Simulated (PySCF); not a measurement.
# Spinor energies of Rb²⁷⁺ (rubidium, charge +27)

Start: [Ne]. Calculated with PySCF 2.14 in an even-tempered Gaussian basis (18 s from 9 bohr⁻², ratio 2.4; 12 p from 12 bohr⁻², ratio 2.4; 5 d from 49 bohr⁻², ratio 2.6; 5 f from 73 bohr⁻², ratio 2.6): generalised Hartree-Fock with the X2C-1e Hamiltonian and a Gaussian nucleus; one run each with spin-orbit coupling (SO) switched off, then screened by Boettger's factors.

```csv
spinor shell,electrons,"ε, spin-free (eV)","ε, screened SO (eV)",weight of nominal j (screened SO),"rms radius, screened SO (bohr)"
1s1/2,2,-16650.7,-16650.3,1.000,0.0463
2s1/2,2,-3385.4,-3385.3,1.000,0.188
2p1/2,2,-3154.4,-3197.9,1.000,0.164
```

Task: Where does 2p3/2 lie, and what is the 2p spin-orbit splitting (screened SO)?

Result: At -3133.8 eV, 64.183 eV above 2p1/2.

```
   quantity    spin-free  screened SO
E (hartree)  -2467.24592  -2467.42803
        M_J            0            0
       ⟨J²⟩        0.000        0.000
       ⟨L²⟩        0.000        0.002
       ⟨S²⟩        0.000        0.002
```

Breit and QED terms are absent; they matter most for the inner s and p1/2 levels.

Densities and radii are taken from the X2C orbitals without a picture-change correction, which distorts them close to the nucleus.

Without spin-orbit coupling the j labels of p, d and f shells carry no meaning; the spin-free column gives the mean over the occupied spinors of each nl shell.
